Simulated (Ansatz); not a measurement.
System: MgCl$_{2}$, net charge 0, singlet state. SMILES: [Cl][Mg][Cl]
Coordinates optimised at B3LYP-D3(BJ)/def2-TZVP (Ansatz, a program for electronic structure):
```xyz
3

Mg     0.0000     0.0000     0.0000
Cl     0.0000     0.0000    -2.1757
Cl     0.0000     0.0000     2.1757
```

Atomisation energy built up term by term with Ansatz (kcal/mol; UHF references for open shells; valence terms freeze the core; atomic spin-orbit terms are left out; no core correlation term is included; no scalar relativity (X2C) term is included). CBS marks a two-point X^-3 extrapolation of the correlation energy; Hartree-Fock from the larger set.

```tsv
term	basis	kcal/mol
Hartree-Fock	def2-QZVPPD	?
CCSD correlation	CBS(def2-TZVPPD,def2-QZVPPD)	?
(T)	CBS(def2-TZVPPD,def2-QZVPPD)	4.60
sum: De		?
```

Task: Complete the blanks.

Result: 
- Hartree-Fock, kcal/mol: 151.71
- CCSD correlation, kcal/mol: 35.02
- sum: De, kcal/mol: 191.3
